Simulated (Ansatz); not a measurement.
Cartesian coordinates in Å:
```
F -1.116 0.021 -3.032
Si -1.337 0.744 -1.599
N -0.286 -0.238 -0.669
C -0.042 -0.046 0.728
S 1.675 0.537 0.979
H -0.740 0.704 1.109
H 0.264 -0.976 -1.091
H -0.179 -0.968 1.295
H 1.761 0.221 2.281
```

Charge 0, multiplicity 1. The bonds changed during the relaxation, so this is another structure than the one it started from.

Question: List the B3LYP/def2-TZVPP orbital energies in eV (Ansatz). (Best estimate.)

Answer: Ansatz gave: Occupied: -2418.01, -1799.90, -671.23, -390.03, -278.94, -216.00, -160.58, -160.49, -160.32, -144.23, -99.61, -99.56, -99.44, -32.11, -25.08, -20.81, -17.70, -15.20, -13.97, -13.08, -12.48, -11.91, -11.61, -11.00, -9.76, -7.87, -7.17, -6.86. Lowest empty: -1.54, -0.33, 0.34, 1.09, 1.16, 1.94, 2.40, 2.71.

B3LYP here is the variant with VWN-RPA as its local correlation; programs differ in this.
